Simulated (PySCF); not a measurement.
**Ionisation energy along the 17-electron series**

Calculated with PySCF 2.14 and a two-component X2C-1e Hamiltonian (Gaussian nucleus, no Breit or QED terms), each ion in its own even-tempered basis scaled to its charge; GMP2 freezes 1s2 and drops the highest virtual spinors. Values in eV. NIST values: (m) measured, (s) semi-empirical, (t) theoretical.

| ion | configuration | GHF (spin-free) | GMP2 (spin-free) | GHF (screened spin-orbit) | GMP2 (screened spin-orbit) | NIST |
| --- | --- | --- | --- | --- | --- | --- |
| Nd(43+) | [Ne] 3s2 3p5 | 3503.6 | 3504.6 | 3466.3 | 3467.4 | 3465 ± 4 (t) |
| Sm(45+) | [Ne] 3s2 3p5 | 3811.5 | 3812.6 | 3768.0 | 3769.0 | 3766 ± 4 (t) |

(1) Fill in the row of Pm(44+).

## Answers

(1) configuration: [Ne] 3s2 3p5; GHF (spin-free): 3655.8; GMP2 (spin-free): 3656.8; GHF (screened spin-orbit): 3615.5; GMP2 (screened spin-orbit): 3616.5; NIST: 3613 ± 4 (t).
